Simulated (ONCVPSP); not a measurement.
## Which change was made? (Mg, ONCV)

ONCVPSP 4.0.1 input, shortened (lines: element, Z, core and valence counts, functional; n l f; lmax; l rc ep ncon nbas qcut; lloc lpopt rc5 dvloc0; l nproj debl; icmod fcfact rcfact), LDA (Perdew-Zunger), scalar-relativistic:

```
  Mg 12.00    3    1        3      upf
    1    0    2.00
    2    0    2.00
    2    1    6.00
    3    0    0.50
    2
    0    2.20    0.00    4    7    2.40
    1    2.05    0.23    4    9    4.00
    2    1.80    0.25    3    7    6.30
    4    5    1.25    0.00
    0    2    2.10
    1    3    3.60
    2    1    1.10
    3    3.50    1.55
```

In the p channel the program set the typed energies aside and used 0.050, 3.650, 7.250 Ha.

Cutoffs, loose and tight: the cutoffs (Ha) at which the residual kinetic energy of the hardest occupied pseudo-wave falls to 1 and 0.1 mHa per electron. They do not see the model core or the augmentation charge, which bear on the density cutoff. Test errors are all-electron minus pseudo excitation energies from the reference, over the configurations 3s2; 3s1; 3s1.5; 3s0 3p2; variants that change the core or the reference have their own tests.

The base gives: outcome: generated, projector energies reset by the program; cutoff, loose: 9.4 Ha; cutoff, tight: 22 Ha; bound ghosts: none; GHOST(+) flags above zero: s; largest test error (meV): -47.

Problem. After one change the result is: outcome: generated, projector energies reset by the program; cutoff, loose: 9.4 Ha; cutoff, tight: 22 Ha; bound ghosts: none; GHOST(+) flags above zero: s; largest test error (meV): -101. Which change was it?
A. core correction Teter function, fcfact 5, rcfact 1.55
B. core correction Teter function, fcfact 3.5, rcfact 0.94
C. s: qcut 1.6; p: qcut 2.7; d: qcut 4.3

Solution. A. The others give: core correction Teter function, fcfact 3.5, rcfact 0.94 → outcome: generated, projector energies reset by the program; cutoff, loose: 9.4 Ha; cutoff, tight: 22 Ha; bound ghosts: none; GHOST(+) flags above zero: s; largest test error (meV): +129 | s: qcut 1.6; p: qcut 2.7; d: qcut 4.3 → outcome: generated, projector energies reset by the program; cutoff, loose: 18 Ha; cutoff, tight: 24 Ha; bound ghosts: none; GHOST(+) flags above zero: s; largest test error (meV): -51.
